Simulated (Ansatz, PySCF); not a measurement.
Gas-phase reaction (SMILES): O=C(O)O + 2 C (CH4) -> C=O (CH2O) + 2 CO (CH4O); bond separation energy.

Each molecule is optimised on its own at B3LYP-D3(BJ)/def2-TZVP (Ansatz, an electronic-structure program), one conformer each, not searched for the lowest. Cores are frozen in the correlated levels unless marked. No spin-orbit coupling. Non-relativistic. CBS marks a two-point X^-3 extrapolation of the correlation energy; Hartree-Fock from the larger set. The bracket is a focal-point correction in the basis named. Thermal terms are rigid-rotor harmonic-oscillator values from B3LYP-D3(BJ) frequencies (PySCF) at 298.15 K and 1 atm. 1 Eh = 627.5095 kcal/mol.

| species | E, RI-MP2/CBS(aug-cc-pVTZ,aug-cc-pVQZ)+[CCSD(T)-MP2]/aug-cc-pVTZ (Ansatz) (Eh) | E, B3LYP-D3(BJ)/def2-TZVPD (Ansatz + dftd3) (Eh) | H - E (Eh) | G - E (Eh) |
|---|---|---|---|---|
| O=C(O)O | -264.79558 | -265.13399 | 0.04416 | 0.01428 |
| C (CH4) | -40.46129 | -40.53958 | 0.04840 | 0.02728 |
| C=O (CH2O) | -114.39306 | -114.55703 | 0.03033 | 0.00552 |
| CO (CH4O) | -115.61566 | -115.78119 | 0.05533 | 0.02827 |

Problem. Work out ΔE and ΔH, ΔG, ΔS and the equilibrium constant at 298.15 K at the first level, then ΔH at the second.

Solution. 
1. ΔE = [(-114.39306) + 2×(-115.61566)] - [(-264.79558) + 2×(-40.46129)] = 0.09378 Eh = 58.8 kcal/mol at RI-MP2/CBS(aug-cc-pVTZ,aug-cc-pVQZ)+[CCSD(T)-MP2]/aug-cc-pVTZ.
2. The terms H - E add up to 0.00003 Eh, so ΔH = (0.09378 + (0.00003))×627.5095 = 58.9 kcal/mol.
3. The terms G - E add up to -0.00678 Eh, so ΔG = 54.6 kcal/mol, and ΔS = (0.00003 - (-0.00678))×627509.5/298.15 = 14.3 cal/(mol K).
4. log10 K = -ΔG/(RT ln 10) = -40.0, with RT ln 10 = 1.3642 kcal/mol.
5. At B3LYP-D3(BJ)/def2-TZVPD the same steps give ΔE = 58.8 and ΔH = 58.8 kcal/mol, a shift of -0.1 from the first level.
6. These values are not checked against measurement here, since the tables used lack a sound gas-phase enthalpy of formation for at least one species.
